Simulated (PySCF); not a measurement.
# [MnCl3]+: from structure and modes to constants

All numbers come from PySCF, UPBE, basis Mn def2-SVP, Cl def2-SVP (no relativity, density fitting).

The quartet minimum has D3h symmetry. Masses (u): Mn 54.93805, Cl 34.96885.

```xyz
4
charge 1 multiplicity 4, angstrom
Mn    0.0000    0.0000    0.0000
Cl    2.0639    0.0000    0.0000
Cl   -1.0319    1.7874    0.0000
Cl   -1.0319   -1.7874    0.0000
```

Harmonic wavenumbers (cm⁻¹): 51.1 (a2'', ×1), 119.2 (e', ×2), 363.0 (a1', ×1), 520.8 (e', ×2).

Problem. Find the principal moments of inertia and the rotational constants. What kind of rotor is it?

Solution. About the centre of mass I = 223.43, 223.43, 446.85 u Å². With B = 16.8576/I this gives 0.07545, 0.07545, 0.03773 cm⁻¹. The molecule is an oblate symmetric top.

Problem. Find the vibrational entropy and heat capacity at 298.15 K.

Solution. With u = 1.43878 ω/T, each mode gives S = R[u/(eᵘ−1) − ln(1−e⁻ᵘ)] and C = R u² eᵘ/(eᵘ−1)².
| ω (cm⁻¹) | u | S (J/(mol K)) | C (J/(mol K)) |
| --- | --- | --- | --- |
| 51.1 | 0.246 | 19.98 | 8.27 |
| 119.2 (×2) | 0.575 | 13.03 | 8.09 |
| 363.0 | 1.752 | 4.64 | 6.48 |
| 520.8 (×2) | 2.513 | 2.54 | 5.04 |
The sums over all modes are S = 55.8 and C = 41.0 J/(mol K); the softest mode gives 36 % of the entropy (each member, where degenerate).

This need not be the most stable arrangement of these atoms. Open d and f shells are described by one determinant, and the ground state may have another occupation or spin.
